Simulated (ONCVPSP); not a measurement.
## Which change was made? (Ge, ONCV)

```
Element                 : Ge
Generator               : ONCVPSP 4.0.1
Type                    : optimised norm-conserving Vanderbilt (ONCV)
Functional              : PBE
Relativity              : scalar-relativistic
Frozen core             : [Ar]
Valence charge          : 14
Reference configuration : 3d10 4s2 4p2
Partial waves           : 4s: rc 1.45 bohr, ncon 4, nbas 8, qcut 4.1 1/bohr, 2 projectors, debl 0.7 Ha; 4p: rc 2.10 bohr, ncon 3, nbas 7, qcut 4.7 1/bohr, 2 projectors, debl 1.7 Ha; 3d: rc 1.20 bohr, ncon 3, nbas 8, qcut 15 1/bohr, 3 projectors, debl 3 Ha; f scattering state at 0.14 Ha: rc 1.65 bohr, ncon 3, nbas 6, qcut 7.3 1/bohr, 2 projectors, debl 1.1 Ha
Local potential         : polynomial inside 1.10 bohr (lpopt 4, dvloc0 4 Ha)
Core correction         : polynomial model core, fcfact 0.6
```

Cutoffs, loose and tight: the cutoffs (Ha) at which the residual kinetic energy of the hardest occupied pseudo-wave falls to 1 and 0.1 mHa per electron. They do not see the model core or the augmentation charge, which bear on the density cutoff. Test errors are all-electron minus pseudo excitation energies from the reference, over the configurations 3d10 4s2 4p1; 3d10 4s2 4p0; 3d10 4s1 4p0; 3d10 4s1 4p2; variants that change the core or the reference have their own tests.

The base gives: outcome: generated; cutoff, loose: 82 Ha; cutoff, tight: 91 Ha; bound ghosts: none; GHOST(+) flags above zero: s; largest test error (meV): -36.

**Question.** After one change the result is: outcome: generated; cutoff, loose: 82 Ha; cutoff, tight: 91 Ha; bound ghosts: s; GHOST(+) flags above zero: s; largest test error (meV): -36. Which change was it?
A. s: nproj 3
B. all radii but the core radius scaled by about 1.24 (s 1.80, p 2.60, d 1.48, f 2.04 bohr); local potential polynomial inside 1.36 bohr (lpopt 4, dvloc0 4 Ha)
C. core correction none

**Answer.** A. The others give: all radii but the core radius scaled by about 1.24 (s 1.80, p 2.60, d 1.48, f 2.04 bohr); local potential polynomial inside 1.36 bohr (lpopt 4, dvloc0 4 Ha) → outcome: generated; cutoff, loose: 68 Ha; cutoff, tight: 78 Ha; bound ghosts: none; GHOST(+) flags above zero: none; largest test error (meV): -67 | core correction none → outcome: generated; cutoff, loose: 82 Ha; cutoff, tight: 91 Ha; bound ghosts: none; GHOST(+) flags above zero: s; largest test error (meV): +26.
